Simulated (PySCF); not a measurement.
Fill in the blanks.

C2H2BCl2 (doublet state).
SMILES: `[H]/[C]=C/B(Cl)Cl`

Conformer (atom-mapped SMILES and torsion angles): `[H]/[C:1]=[CH:2]/[B:3]([Cl:4])[Cl:5]`: C1–C2–B3–Cl4 0°.

```tsv
property	level	value
point group	PBE0-D3(BJ)/def2-SVP	?
rotational constants A, B, C	PBE0-D3(BJ)/def2-SVP	3.748, 2.516, 1.505 GHz
dipole moment	PBE0-D3(BJ)/def2-SVP	?
isotropic g value	unrestricted B3LYP/IGLO-III on B C Cl, pcH-1 on H, mean-field spin–orbit	?
spin squared ⟨S²⟩	unrestricted B3LYP/IGLO-III on B C Cl, pcH-1 on H	?
largest isotropic hyperfine couplings (means over sets of like nuclei)	unrestricted B3LYP/IGLO-III on B C Cl, pcH-1 on H, mean-field spin–orbit	13C +329.6, 1H +186.3, 11B +69.5, 1H +58.0, 13C -0.3 MHz
```

Electronic properties: PySCF, gas phase, density fitting. Geometry: PBE0-D3(BJ)/def2-SVP; no solvent or vibrations. Couplings of like nuclei are plain means over topologically equivalent atoms, as if these changed places fast (by rotation of a methyl-like group, say); in this geometry the members of some sets differ.

Problem. Give the point group.

Solution. Cs.

Problem. Give the dipole moment.

Solution. 2.07 D.

Problem. The isotropic g value?

Solution. 2.00242.

Problem. Give the spin squared ⟨S²⟩.

Solution. 0.761.

At 9.50 GHz, hν = g·μB·B₀ (B₀ the magnetic field) puts the centre of the isotropic spectrum, to first order, at 339.0 mT. g_iso is shifted by about +100 ppm from the free-electron value 2.002319. ⟨S²⟩ is 0.011 above the pure-spin value S(S + 1) = 0.75. A dipole of 2.07 D is allowed in Cs, and pure rotational transitions are dipole-allowed. The rotational constants make it an asymmetric top with κ = (2B − A − C)/(A − C) = -0.10, midway between the prolate (−1) and oblate (+1) limits. With B = h/(8π²I), that is 505.379 GHz u Å² over I, the principal moments of inertia are 134.8, 200.9 and 335.7 u Å² (most abundant isotopes).
